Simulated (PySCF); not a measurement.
PySCF 2.14 output of an unrestricted M06-L calculation on a single atom or ion in aug-cc-pVDZ-PP with ECP60MDF, with a scalar-relativistic core potential:

```
SCF conv_tol = 1e-09
number electrons alpha = 9  beta = 7
    Y. Zhao and D. G. Truhlar.,  J. Chem. Phys. 125, 194101 (2006)
    Y. Zhao and D. G. Truhlar.,  J. Chem. Phys. 125, 194101 (2006)
    Y. Zhao and D. G. Truhlar.,  Theor. Chem. Acc. 120, 215 (2008)
cycle= 1 E= -118.429217880309  delta_E= -0.00416  |g|= 0.0141  |ddm|= 0.108
cycle= 2 E= -118.429242626438  delta_E= -2.47e-05  |g|= 0.0107  |ddm|= 0.0182
cycle= 3 E= -118.429278254605  delta_E= -3.56e-05  |g|= 0.000252  |ddm|= 0.00812
cycle= 4 E= -118.429278274955  delta_E= -2.04e-08  |g|= 6.68e-06  |ddm|= 0.000194
cycle= 5 E= -118.429278274982  delta_E= -2.63e-11  |g|= 8.01e-07  |ddm|= 1.1e-05
converged SCF energy = -118.429278274982  <S^2> = 2.0019967  2S+1 = 3.0013308
```

The run itself started from symmetry-adapted Hartree-Fock orbitals and held the occupation by maximum overlap, on a logarithmic radial grid, so the iterations belong to that start.

Problem. Which element, charge and spin multiplicity is this?

Solution. Pt(2+) (platinum, charge +2), multiplicity 3; the state was [Xe] 4f14 5d8, high-spin 3F determinant.

Energies and moments cover only the electrons outside the core potential. Spin-orbit coupling, absent here, splits the open shell strongly.
